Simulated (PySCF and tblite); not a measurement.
The numbers below are computed, except where a source is named.
System: C6H6B2S, numbered as in [BH2:1][c:2]1[cH:3][cH:4][c:5]([BH:6][C:7]#[CH:8])[s:9]1.

For the rotation about the B6–C5 bond (torsion C7–B6–C5–C4 from 0° to 179°, rising): electronic barrier 10.25 kcal/mol, zero-point change -0.40 kcal/mol, thermal and entropy terms at 350 K a further 0.49 kcal/mol (symmetry numbers apart). The minimum is Cs, the saddle C1. Level: B3LYP/pcSseg-1 + D3(BJ) on GFN2-xTB stationary points, with GFN2-xTB thermal terms. Rates follow Eyring's equation with the number of equivalent paths and no tunnelling. (PySCF 2.14 with density fitting, tblite 0.8.)

(1) How many equivalent paths lead out of the minimum?

(2) Work out the rate at 350 K.

Results:

(1) 2: the symmetry number of the minimum is 1, that of the saddle displaced along its mode 1, and the displaced saddle is chiral while the minimum is not, which doubles the count.

(2) ΔG‡ = 10.34 kcal/mol; k_B T/h = 7.3×10¹² s⁻¹; exp(−ΔG‡/RT) = 3.5×10⁻⁷; times 2 gives k = 5.1×10⁶ s⁻¹. Wigner's tunnelling factor for the 84i cm⁻¹ mode would be 1.00.
